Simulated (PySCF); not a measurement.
C2H5ClSi2, SMILES ClC1=C[SiH2][SiH2]1. Geometry optimised at PBE-D3(BJ)/def2-SVP. This is a generated structure with no PubChem entry under its InChIKey; it may be hypothetical.

Computed equilibrium geometry at PBE-D3(BJ)/def2-SVP (PySCF confirms it by a frequency run) as Cartesian coordinates in Å, and its point group:
point group Cs.
```xyz
10

Cl    -0.1861     2.3277     0.0000
C     -0.1608     0.5835     0.0000
C     -1.2725    -0.2098     0.0000
Si    -0.5448    -1.9604     0.0000
Si     1.3548    -0.5760     0.0000
H     -2.3059     0.1794     0.0000
H     -0.8553    -2.7809    -1.2238
H     -0.8553    -2.7809     1.2238
H      2.2202    -0.4603    -1.2252
H      2.2202    -0.4603     1.2252
```
Charge 0, spin multiplicity 1.
